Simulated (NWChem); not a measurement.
System: C3H6AuN; SMILES [N+](#[C-]->[Au][CH3])C

Input file for NWChem:

```
start job
memory heap 200 mb stack 900 mb global 1100 mb
geometry units angstroms noautosym nocenter noautoz
  Au    -0.430841     0.558788    -0.000432
  C     -0.517849     2.609700    -0.000088
  H      0.463937     3.053341    -0.235208
  H     -0.831176     2.997049     0.983584
  H     -1.238142     2.979877    -0.748341
  C     -0.256653    -4.000979     0.000234
  N     -0.310597    -2.595811    -0.000005
  C     -0.352999    -1.430416    -0.000275
  H     -0.567454    -4.388728     0.981197
  H      0.769339    -4.336907    -0.208112
  H     -0.928097    -4.402869    -0.772152
end
basis spherical
  Au library def2-svp
  C library def2-svp
  H library def2-svp
  N library def2-svp
end
ecp
  Au library def2-ecp
end
dft
  xc b3lyp
  iterations 150
  vectors input atomic output neutral.movecs
end
task dft energy
charge 1
dft
  odft
  mult 2
  vectors input atomic output cation.movecs
end
task dft energy
```

Excerpt of the output:

```
             Northwest Computational Chemistry Package (NWChem) 7.3.0
             --------------------------------------------------------

                             Geometry "geometry" -> ""
                             -------------------------

 Output coordinates in angstroms (scale by  1.889725989 to convert to a.u.)

  No.       Tag          Charge          X              Y              Z
 ---- ---------------- ---------- -------------- -------------- --------------
    1 Au                  79.0000    -0.43084100     0.55878800    -0.00043200
    2 C                    6.0000    -0.51784900     2.60970000    -0.00008800
    3 H                    1.0000     0.46393700     3.05334100    -0.23520800
    4 H                    1.0000    -0.83117600     2.99704900     0.98358400
    5 H                    1.0000    -1.23814200     2.97987700    -0.74834100
    6 C                    6.0000    -0.25665300    -4.00097900     0.00023400
    7 N                    7.0000    -0.31059700    -2.59581100    -0.00000500
    8 C                    6.0000    -0.35299900    -1.43041600    -0.00027500
    9 H                    1.0000    -0.56745400    -4.38872800     0.98119700
   10 H                    1.0000     0.76933900    -4.33690700    -0.20811200
   11 H                    1.0000    -0.92809700    -4.40286900    -0.77215200

 Effective nuclear repulsion energy (a.u.)     556.8760974037

                                 NWChem DFT Module
                                 -----------------

 Summary of "ao basis" -> "ao basis" (spherical)
 ------------------------------------------------------------------------------
       Tag                 Description            Shells   Functions and Types
 ---------------- ------------------------------  ------  ---------------------
 Au                         def2-svp                12       32   6s3p2d1f
 C                          def2-svp                 6       14   3s2p1d
 H                          def2-svp                 3        5   2s1p
 N                          def2-svp                 6       14   3s2p1d

            General Information
            -------------------
          SCF calculation type: DFT
          Wavefunction type:  closed shell.
          No. of atoms     :    11
          No. of electrons :    50
           Alpha electrons :    25
            Beta electrons :    25
          Charge           :     0
          Spin multiplicity:     1
          Use of symmetry is: off; symmetry adaption is: off
          Maximum number of iterations: 150
          AO basis - number of functions:   118
                     number of shells:    54
          Convergence on energy requested:  1.00D-06
          Convergence on density requested:  1.00D-05
          Convergence on gradient requested:  5.00D-04

              XC Information
              --------------
                         B3LYP Method XC Potential
                     Hartree-Fock (Exact) Exchange  0.200
                        Slater Exchange Functional  0.800 local
                    Becke 1988 Exchange Functional  0.720 non-local
              Lee-Yang-Parr Correlation Functional  0.810
                  VWN I RPA Correlation Functional  0.190 local

             Grid Information
             ----------------
          Grid used for XC integration:  medium
          Radial quadrature: Mura-Knowles
          Angular quadrature: Lebedev.
          Tag              B.-S. Rad. Rad. Pts. Rad. Cut. Ang. Pts.
          ---              ---------- --------- --------- ---------
          Au                  1.35      123          12.0       590
          C                   0.70       49          15.0       434
          H                   0.35       45          15.0       434
          N                   0.65       49          13.0       434
          Grid pruning is: on
          Number of quadrature shells:   589
          Spatial weights used:  Erf1

      Superposition of Atomic Density Guess
      -------------------------------------

 Sum of atomic energies:        -322.55837987

      Non-variational initial energy
      ------------------------------

 Total energy =    -307.247718
 1-e energy   =    -864.990295
 2-e energy   =     356.206751
 HOMO         =      -0.339341
 LUMO         =       0.010290

   convergence    iter        energy       DeltaE   RMS-Dens  Diis-err
 ---------------- ----- ----------------- --------- --------- ---------
 d= 0,ls=0.0,diis     1   -308.2244315299 -5.10D+02  1.66D-02  7.19D-01
 d= 0,ls=0.0,diis     2   -307.7954424811  4.29D-01  1.26D-02  4.74D+00
 d= 0,ls=0.0,diis     3   -308.3233240326 -5.28D-01  2.25D-03  3.89D-02
 d= 0,ls=0.0,diis     4   -308.3193634055  3.96D-03  1.30D-03  8.04D-02
 d= 0,ls=0.0,diis     5   -308.3275863208 -8.22D-03  2.90D-04  3.06D-03
  Resetting Diis
 d= 0,ls=0.0,diis     6   -308.3279293461 -3.43D-04  7.95D-05  1.06D-04
 d= 0,ls=0.0,diis     7   -308.3279410574 -1.17D-05  6.26D-05  1.77D-05
 d= 0,ls=0.0,diis     8   -308.3279384652  2.59D-06  3.83D-05  3.90D-05
 d= 0,ls=0.0,diis     9   -308.3279431206 -4.66D-06  2.73D-06  1.66D-07
 d= 0,ls=0.0,diis    10   -308.3279431409 -2.03D-08  1.04D-06  2.40D-08

         Total DFT energy =     -308.327943140897
      One electron energy =     -869.746920031077
           Coulomb energy =      398.041033834777
    Exchange-Corr. energy =      -38.157882728327
 Nuclear repulsion energy =      201.535825783730

 Numeric. integr. density =       49.999996719786

                       DFT Final Molecular Orbital Analysis
                       ------------------------------------

 Vector   23  Occ=2.000000D+00  E=-2.863682D-01
              MO Center= -3.9D-01,  7.2D-01, -4.6D-03, r^2= 2.9D+00
   Bfn.  Coefficient  Atom+Function         Bfn.  Coefficient  Atom+Function
  ----- ------------  ---------------      ----- ------------  ---------------
    16      0.623901   1 Au d -2             18     -0.349600   1 Au d  0
    17     -0.221881   1 Au d -1             47     -0.180978   3 H  s
    36     -0.175085   2 C  px               21      0.157212   1 Au d -2
    79     -0.152299   7 N  px               19      0.132913   1 Au d  1
    82      0.127290   7 N  px               20      0.118562   1 Au d  2

 Vector   24  Occ=2.000000D+00  E=-2.863117D-01
              MO Center= -4.8D-01,  7.2D-01,  2.9D-03, r^2= 2.8D+00
   Bfn.  Coefficient  Atom+Function         Bfn.  Coefficient  Atom+Function
  ----- ------------  ---------------      ----- ------------  ---------------
    17      0.590512   1 Au d -1             19      0.423158   1 Au d  1
    16      0.207552   1 Au d -2             38     -0.174927   2 C  pz
    57      0.162180   5 H  s                81     -0.150962   7 N  pz
    22      0.148852   1 Au d -1             52     -0.144426   4 H  s
    84      0.126050   7 N  pz               18      0.124138   1 Au d  0

 Vector   25  Occ=2.000000D+00  E=-2.287522D-01
              MO Center= -4.7D-01,  1.4D+00, -3.2D-04, r^2= 2.5D+00
   Bfn.  Coefficient  Atom+Function         Bfn.  Coefficient  Atom+Function
  ----- ------------  ---------------      ----- ------------  ---------------
     5      0.515810   1 Au s                 3     -0.427948   1 Au s
    37     -0.333288   2 C  py                6      0.285101   1 Au s
    20      0.274342   1 Au d  2              2      0.269419   1 Au s
    40     -0.228936   2 C  py               35      0.167090   2 C  s
    18      0.158995   1 Au d  0              8     -0.131630   1 Au py

 Vector   26  Occ=0.000000D+00  E=-3.180694D-02
              MO Center= -3.2D-01, -1.3D+00,  2.9D-02, r^2= 4.7D+00
   Bfn.  Coefficient  Atom+Function         Bfn.  Coefficient  Atom+Function
  ----- ------------  ---------------      ----- ------------  ---------------
    96      0.348909   8 C  px               13      0.337828   1 Au px
   110      0.338300  10 H  s                93      0.323001   8 C  px
   105     -0.309582   9 H  s                82     -0.302464   7 N  px
    79      0.270759   7 N  px               98     -0.267954   8 C  pz
    15     -0.259491   1 Au pz               95     -0.248114   8 C  pz

 Vector   27  Occ=0.000000D+00  E=-3.180116D-02
              MO Center= -3.9D-01, -1.3D+00, -3.0D-02, r^2= 4.7D+00
   Bfn.  Coefficient  Atom+Function         Bfn.  Coefficient  Atom+Function
  ----- ------------  ---------------      ----- ------------  ---------------
   115      0.373155  11 H  s                98     -0.349101   8 C  pz
    15     -0.338107   1 Au pz               95     -0.323263   8 C  pz
    84      0.302682   7 N  pz               81     -0.270942   7 N  pz
    96     -0.267810   8 C  px               13     -0.259336   1 Au px
    93     -0.247935   8 C  px               82      0.232168   7 N  px

 Vector   28  Occ=0.000000D+00  E= 2.712739D-02
              MO Center= -2.6D-01, -4.0D+00,  3.2D-04, r^2= 5.7D+00
   Bfn.  Coefficient  Atom+Function         Bfn.  Coefficient  Atom+Function
  ----- ------------  ---------------      ----- ------------  ---------------
    64      2.197231   6 C  s               105     -1.080642   9 H  s
   110     -1.079836  10 H  s               115     -1.080690  11 H  s
    97      0.545013   8 C  py               14      0.485681   1 Au py
     6     -0.432274   1 Au s                69     -0.425490   6 C  py
    78      0.328270   7 N  s                63      0.315326   6 C  s

     Multipole analysis of the density
     ---------------------------------

     L   x y z        total         alpha         beta         nuclear
     -   - - -        -----         -----         ----         -------
     0   0 0 0      0.000000    -25.000000    -25.000000     50.000000

     1   1 0 0      0.111012     18.439476     18.439476    -36.767939
     1   0 1 0     -2.860965     25.575697     25.575697    -54.012360
     1   0 0 1      0.000305      0.007758      0.007758     -0.015210

[...]
```

Level: B3LYP/def2-SVP with def2 effective core potentials on Au, vertical spin-unrestricted ions. The geometry was optimised at PBE0/def2-SVP. Not confirmed as a minimum by frequencies. def2 effective core potentials on Au; no spin-orbit coupling.
